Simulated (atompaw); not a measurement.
# Before and after: PAW (atompaw) potential for Al (Z = 13)

atompaw 4.2.0.5 input, output lines left out:

```
Al 13
LDA-PW scalarrelativistic loggrid 1500 logderivrange -3 5 201
3 3 0 0 0 0
3 0 1.5
3 1 1.5
0 0 0
c
c
v
c
v
2
2.65 2.25 2.00 2.05
y
-0.2
n
y
0.85
n
y
0.25
y
1.4
n
custom polynom2 7 10 vanderbiltortho besselshape
3 0.5 troulliermartins
2.65
2.65
2.65
2.65
2.60
2.60
```

All-electron outer shells of the reference configuration (LDA (PW92), scalar-relativistic, ld1.x):

```json
{"shell": "2s", "level (eV)": "-108.42", "outermost node (bohr)": "0.17", "outermost maximum (bohr)": "0.50"}
{"shell": "2p", "level (eV)": "-70.63", "outermost node (bohr)": "–", "outermost maximum (bohr)": "0.43"}
{"shell": "3s", "level (eV)": "-8.27", "outermost node (bohr)": "0.80", "outermost maximum (bohr)": "2.03"}
{"shell": "3p", "level (eV)": "-3.11", "outermost node (bohr)": "0.82", "outermost maximum (bohr)": "2.58"}
```

Change: reference 3s2 3p0.5.

Cutoffs: the cutoffs (Ry, on a coarse ladder) from which the occupation-weighted sum of valence levels, in a spherical-Bessel basis at the reference potential, stays within 10 and 1 mRy of its value at 400 Ry; they do not see the model core or the augmentation charge, which bear on the density cutoff.

Problem. What does the change do?

Solution. The potential gets softer (8 Ry and 21 Ry → 8 Ry and 18 Ry); neither file shows a bound ghost.

| quantity | base | changed |
| --- | --- | --- |
| cutoff, loose | 8 Ry | 8 Ry |
| cutoff, tight | 21 Ry | 18 Ry |
| loose cutoff by channel (10 mRy a level) | s 6 Ry, p 6 Ry | s 6 Ry, p 8 Ry |
| bound ghosts | none | none |
| s: phases at 2.65 bohr within 0.05 rad from the reference energy up to (Ry; the scan ends near 5) | 2.0 | 1.8 |
| p: phases at 2.65 bohr within 0.05 rad from the reference energy up to (Ry; the scan ends near 5) | 3.3 | 3.2 |
| d: phases at 2.65 bohr within 0.05 rad from the reference energy up to (Ry; the scan ends near 5) | 3.7 | 3.6 |
| lowest overlap eigenvalue by channel | s 0.88, p 0.89, d 0.93 | s 0.87, p 0.88, d 0.92 |

 The cutoffs see the waves, projectors and local potential, not the compensation charge or the core.
